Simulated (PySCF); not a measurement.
Species: C6H12S.
Atom-mapped SMILES: `[SH:1][CH:2]1[CH2:3][CH2:4][CH2:5][CH2:6][CH2:7]1` (hydrogens: H8 on S1; H9 on C2; H10, H11 on C3; H12, H13 on C4; H14, H15 on C5; H16, H17 on C6; H18, H19 on C7)

Computed with PBE0-D3(BJ)/def2-SVP geometry optimisation, gas phase (PySCF).

Problem. Give the optimised bond lengths and angles.

Solution. 
| bond | length (bohr) |
| --- | --- |
| S1–C2 | 3.454 |
| C2–C3, C2–C7 | 2.883 |
| C3–C4, C6–C7 | 2.884 |
| C4–C5, C5–C6 | 2.882 |
| S1–H8 | 2.552 |
| C2–H9 | 2.086 |
| C3–H10, C7–H18 | 2.088 |
| C3–H11, C7–H19 | 2.083 |
| C4–H12, C6–H16 | 2.082 |
| C4–H13, C6–H17 | 2.088 |
| C5–H14 | 2.088 |
| C5–H15 | 2.082 |

Bonds in one row agree within 0.02 bohr and their mean is given. A selection of angles:
| angle | degrees |
| --- | --- |
| C2–S1–H8 | 96.6 |
| S1–C2–C3 | 107.8 |
| S1–C2–C7 | 112.6 |
| S1–C2–H9 | 107.6 |
| C3–C2–C7 | 111.1 |
| C3–C2–H9 | 108.3 |
| C7–C2–H9 | 109.2 |
| C2–C3–C4 | 111.2 |
| C2–C3–H10 | 108.6 |
| C2–C3–H11 | 109.9 |
| C4–C3–H10 | 109.6 |
| C4–C3–H11 | 110.7 |
| H10–C3–H11 | 106.7 |
| C3–C4–C5 | 111.6 |
| C3–C4–H12 | 109.8 |
| C3–C4–H13 | 109.2 |
| C5–C4–H12 | 110.6 |
| C5–C4–H13 | 109.3 |
| H12–C4–H13 | 106.3 |
| C4–C5–C6 | 111.2 |
| C4–C5–H14 | 109.1 |
| C4–C5–H15 | 110.4 |
| H14–C5–H15 | 106.4 |
| C2–C7–H18 | 108.3 |
| H18–C7–H19 | 106.4 |

Torsions: S1–C2–C3–C4 179° (antiperiplanar); C2–C3–C4–C5 -55° (synclinal); C3–C4–C5–C6 55° (synclinal); C4–C5–C6–C7 -55° (synclinal); C5–C6–C7–C2 55° (synclinal); S1–C2–C7–C6 -177° (antiperiplanar); H8–S1–C2–C3 177° (antiperiplanar). The mirror-image conformer, all signs reversed, is as good.

The 6-membered ring C2–C3–C4–C5–C6–C7 has internal angles of 111.1° to 111.6°; it is puckered, 0.23 Å rms from its mean plane, widest ring torsion 56°. All 6 C–C bonds measure 1.525 to 1.527 Å.

Not checked by PBE0-D3(BJ)/def2-SVP frequencies. One conformer, not necessarily the lowest (H–S1–C2–C3 177°, S1–C2–C3–C4 179°, C2–C3–C4–C5 -55°, C3–C4–C5–C6 55°, C4–C5–C6–C7 -55°).

Hardware: Arm Neoverse V1, one thread, on a shared host. Cost: 47 s. That covers the optimisation of the geometry.
